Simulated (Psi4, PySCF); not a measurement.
CH$_{5}$N$_{2}$S, charge +1, singlet, geometry from GFN2-xTB. Base run: BHANDHLYP/6-31G, TDA (PySCF).

Here is a job for PySCF.
```python
from pyscf import gto, scf, dft, tdscf

mol = gto.M(
    atom='''
N     1.144349   -1.060362   -0.251063
C     0.119105   -0.235394   -0.050813
N    -1.237695   -0.947136   -0.141833
S     0.093242    1.340962    0.261319
H     1.064422   -2.047133   -0.442946
H     2.075682   -0.672325   -0.208428
H    -1.955910   -0.223575    0.027200
H    -1.338686   -1.685851    0.570243
H    -1.398583   -1.361652   -1.072018
''',
    basis='6-31g',
    charge=1,
    spin=0,
    verbose=4,
)

mf = dft.RKS(mol)
mf.xc = 'bhandhlyp'
mf.kernel()
td = mf.TDA()
td.nstates = 5
td.kernel()
td.analyze()
```

Programs used: Psi4, PySCF; a row that names a program was run with it.

The base run was repeated with changes; each row names its change, and settings that it needs were set with it.

```json
[
 {"change": "base", "first excitation (eV)": "3.89", "oscillator strength of the first": "0.000", "second (eV)": "6.14"},
 {"change": "functional = b3lyp", "first excitation (eV)": "3.72", "oscillator strength of the first": "0.000", "second (eV)": "5.75"},
 {"change": "guess vectors = 13 for 5 states", "first excitation (eV)": "3.89", "oscillator strength of the first": "0.000", "second (eV)": "6.14"},
 {"change": "states = triplets", "first excitation (eV)": "(withheld)", "oscillator strength of the first": "-", "second (eV)": "(withheld)"},
 {"change": "basis = 6-31G*", "first excitation (eV)": "(withheld)", "oscillator strength of the first": "0.000", "second (eV)": "(withheld)"},
 {"change": "functional = pbe", "first excitation (eV)": "3.69", "oscillator strength of the first": "0.000", "second (eV)": "5.24"},
 {"change": "conv_tol = 1e-3", "first excitation (eV)": "3.89", "oscillator strength of the first": "0.000", "second (eV)": "6.14"},
 {"change": "code = psi4", "first excitation (eV)": "3.89", "oscillator strength of the first": "0.000", "second (eV)": "6.14"},
 {"change": "nstates = 2", "first excitation (eV)": "3.89", "oscillator strength of the first": "0.000", "second (eV)": "6.14"},
 {"change": "nstates = 15", "first excitation (eV)": "3.89", "oscillator strength of the first": "0.000", "second (eV)": "6.14"},
 {"change": "functional = m062x", "first excitation (eV)": "(withheld)", "oscillator strength of the first": "0.000", "second (eV)": "(withheld)"}
]
```

### Question
Fill in the missing entries.

### Answer

- states = triplets, first excitation (eV): 3.09
- states = triplets, second (eV): 3.48
- basis = 6-31G*, first excitation (eV): 3.81
- basis = 6-31G*, second (eV): 5.99
- functional = m062x, first excitation (eV): 3.66
- functional = m062x, second (eV): 6.04

An iterative solver can miss low states, so a row lists the states that it found.
